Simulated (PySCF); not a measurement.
# Electric field gradients and quadrupole coupling constants

Compound: C9H8O2.
Cartesian coordinates in Å at the GFN2-xTB level; atoms count from 1:
```
atom  x, y, z in Å
O1     3.082    1.204    1.167
C2     3.136    0.038    0.909
O3     2.255   -0.721    0.285
C4     1.030   -0.269   -0.223
C5     0.712    1.008   -0.420
C6    -0.538    1.462   -1.028
C7    -1.763    1.205   -0.583
C8    -2.103    0.394    0.587
C9    -1.773   -0.879    0.770
C10   -1.003   -1.702   -0.164
C11    0.215   -1.435   -0.616
H12    3.990   -0.609    1.185
H13    1.415    1.791   -0.174
H14   -0.406    2.140   -1.864
H15   -2.612    1.675   -1.067
H16   -2.743    0.888    1.309
H17   -2.147   -1.412    1.637
H18   -1.486   -2.627   -0.460
H19    0.729   -2.139   -1.258
```

Field gradients from the PBE0/pcSseg-1 density (PySCF, non-relativistic), principal values in atomic units, ordered |Vxx| ≤ |Vyy| ≤ |Vzz|:

| atom | Vxx | Vyy | Vzz |
| --- | --- | --- | --- |
| O1 | 0.5989 | 1.0760 | -1.6749 |
| O3 | -0.7449 | -0.9118 | 1.6567 |

Find the asymmetry η = (Vxx − Vyy)/Vzz and the couplings χ = eQV/h (234.96 MHz × Q in barn × V in au), with Q(17O) = −0.0256 b.

| atom | environment | nucleus | η | χzz (MHz) | χxx (MHz) | χyy (MHz) |
| --- | --- | --- | --- | --- | --- | --- |
| O1 | ester carbonyl oxygen | 17O | 0.28 | 10.07 | -3.60 | -6.47 |
| O3 | ester single-bonded oxygen | 17O | 0.10 | -9.97 | 4.48 | 5.48 |

What is Vzz at O3 in SI units (1 au = 9.71736 × 10²¹ V/m²)?

1.6567 au = 16.099 × 10²¹ V/m².

What couplings would deuterons (Q(2H) = 0.00286 b) have in place of the hydrogens, at this geometry?

```tsv
atom	bonded to	bond length (Å)	Vzz (au)	η	χzz (kHz)
H12	C2	1.106	0.2697	0.05	181
H13	C5	1.081	0.3158	0.07	212
H14	C6	1.084	0.3209	0.07	216
H15	C7	1.084	0.3212	0.07	216
H16	C8	1.084	0.3204	0.07	215
H17	C9	1.084	0.3211	0.07	216
H18	C10	1.084	0.3196	0.06	215
H19	C11	1.082	0.3231	0.08	217
```

Isolated species at its GFN2-xTB geometry (one conformer only). GFN2-xTB bond lengths can be off by several hundredths of an ångström, more for odd bonds, and the gradients follow them. With so small a basis the couplings can be 20 % off.
